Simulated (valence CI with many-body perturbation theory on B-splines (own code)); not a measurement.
Forbidden lines of Rb¹⁵⁺

Calculated by valence CI with perturbative core correlation (CI+MBPT): four valence electrons over a frozen Dirac-Fock core [Ar], a basis of 7 s, 7 p, 8 d, 6 f, 4 g, 1 h functions for each j, with the one-electron correlation potential Σ1 (screened to all orders), the two-electron term Σ2, the three-electron term Σ3, Breit, model QED; selected single and double excitations, second order for the rest, scaled by the run's own slope (own B-spline code, finite nucleus).

No measured levels were compared; by estimate terms of the open shell hold to 2 to 4 % of their energy, and close levels can change places. The list stops below the first excitations out of the core. Only levels of the ground parity were solved; by the run's estimate the other parity begins above the list, which can be wrong where configurations are misplaced.

Lines 1 to 50 of 120 in falling wavelength, among levels below 686130 cm⁻¹, chosen from the decays that carry over 1 % of a level's rate. Wavelengths and rates use the calculated energies, so an error of 2000 cm⁻¹ moves a line at 12030 Å by 24 % and its rate by three times that or more. Weak lines are less certain than strong ones. Lines between different terms over intervals too small for the method are left out, as are lines whose strength nearly cancels. Branching is blank where the lifetime is uncertain.

Names give the largest LS component (configuration and term), which can be under half, so a name can repeat, a term be missing and a line seem to break the LS rules; names also repeat where a configuration has a term twice. Letters in brackets count levels of one name in rising energy.

```csv
λ vac (Å),Upper,Lower,Type,A (s⁻¹),Branch %
32130,3d⁴ ⁵D_1,3d⁴ ⁵D_0,M1,1.54e+00,100.0
24700,3d⁴ ³H_6,3d⁴ ³H_5,M1,1.19e+00,99.9
23020,3d⁴ ⁵D_2,3d⁴ ⁵D_1,M1,4.49e+00,100.0
21000,3d⁴ ⁵D_3,3d⁴ ⁵D_2,M1,4.89e+00,100.0
20640,3d⁴ ⁵D_4,3d⁴ ⁵D_3,M1,3.01e+00,100.0
17450,3d⁴ ³G_5,3d⁴ ³G_4,M1,2.27e+00,3.0
14510,3d⁴ ³H_5,3d⁴ ³H_4,M1,6.87e+00,83.0
12030,3d⁴ ³G_4,3d⁴ ³F_4 [a],M1,1.39e+00,1.9
10670,3d⁴ ³F_3 [a],3d⁴ ³H_4,M1,5.61e+00,3.1
7935,3d⁴ ³G_3,3d⁴ ³F_2 [a],M1,2.34e+01,14.1
7900,3d⁴ ³P_1 [a],3d⁴ ³P_0 [a],M1,3.46e+01,7.9
7238,3d⁴ ³G_4,3d⁴ ³F_3 [a],M1,6.17e+00,8.4
7122,3d⁴ ³G_5,3d⁴ ³F_4 [a],M1,2.02e+01,26.7
7000,3d⁴ ³P_2 [a],3d⁴ ³P_1 [a],M1,3.99e+01,19.2
6906,3d⁴ ³G_3,3d⁴ ³F_3 [a],M1,2.72e+01,16.4
6723,3d⁴ ³F_4 [a],3d⁴ ³H_4,M1,4.19e+01,16.4
6531,3d⁴ ³D_3,3d⁴ ³P_2 [a],M1,8.36e+00,3.7
6137,3d⁴ ³G_4,3d⁴ ³H_5,M1,7.42e+00,10.1
5655,3d⁴ ³D_2,3d⁴ ³P_2 [a],M1,9.20e+00,3.1
5563,3d⁴ ³G_5,3d⁴ ³H_6,M1,2.00e+01,26.4
5353,3d⁴ ¹G_4 [a],3d⁴ ³G_5,M1,2.24e+01,5.9
4817,3d⁴ ³D_1,3d⁴ ³P_2 [a],M1,2.23e+01,6.6
4541,3d⁴ ³G_5,3d⁴ ³H_5,M1,2.90e+01,38.4
4434,3d⁴ ¹D_2 [a],3d⁴ ³D_1,M1,2.98e+01,6.9
4402,3d⁴ ³F_4 [b],3d⁴ ¹F_3,M1,1.73e+01,
4313,3d⁴ ³G_4,3d⁴ ³H_4,M1,9.28e-01,1.3
4211,3d⁴ ¹G_4 [a],3d⁴ ³G_3,M1,6.77e+01,17.8
4193,3d⁴ ³G_3,3d⁴ ³H_4,M1,2.12e+00,1.3
4097,3d⁴ ¹G_4 [a],3d⁴ ³G_4,M1,1.99e+01,5.2
3954,3d⁴ ³F_2 [b],3d⁴ ¹F_3,M1,4.50e+01,9.6
3902,3d⁴ ¹D_2 [a],3d⁴ ³D_2,M1,1.48e+01,3.4
3729,3d⁴ ³D_3,3d⁴ ³F_3 [a],M1,8.22e+00,3.6
3662,3d⁴ ³D_2,3d⁴ ³F_2 [a],M1,2.24e+01,7.6
3571,3d⁴ ¹D_2 [a],3d⁴ ³D_3,M1,6.11e+01,14.2
3432,3d⁴ ¹I_6,3d⁴ ³H_6,M1,5.70e+01,50.2
3426,3d⁴ ³D_2,3d⁴ ³F_3 [a],M1,5.51e+00,1.9
3398,3d⁴ ³P_2 [b],3d⁴ ¹D_2 [a],M1,3.45e+01,10.3
3291,3d⁴ ³D_1,3d⁴ ³F_2 [a],M1,1.92e+01,5.7
3128,3d⁴ ³D_2,3d⁴ ³P_1 [a],M1,1.02e+01,3.4
3056,3d⁴ ¹G_4 [a],3d⁴ ³F_4 [a],M1,1.81e+02,47.8
3014,3d⁴ ¹I_6,3d⁴ ³H_5,M1,5.62e+01,49.5
2854,3d⁴ ³D_1,3d⁴ ³P_1 [a],M1,6.90e+01,20.5
2789,3d⁴ ³F_2 [b],3d⁴ ¹D_2 [a],M1,2.65e+01,5.7
2763,3d⁴ ¹F_3,3d⁴ ³D_2,M1,2.46e+01,
2616,3d⁴ ¹G_4 [a],3d⁴ ³F_3 [a],M1,4.35e+00,1.1
2593,3d⁴ ¹F_3,3d⁴ ³D_3,M1,8.73e+01,
2479,3d⁴ ¹D_2 [a],3d⁴ ³G_3,M1,2.18e+01,5.1
2457,3d⁴ ¹G_4 [a],3d⁴ ³H_5,M1,5.07e+01,13.4
2417,3d⁴ ³H_4,3d⁴ ⁵D_4,M1,4.05e+01,81.7
2309,3d⁴ ¹D_2 [a],3d⁴ ³P_2 [a],M1,6.85e+01,16.0
```
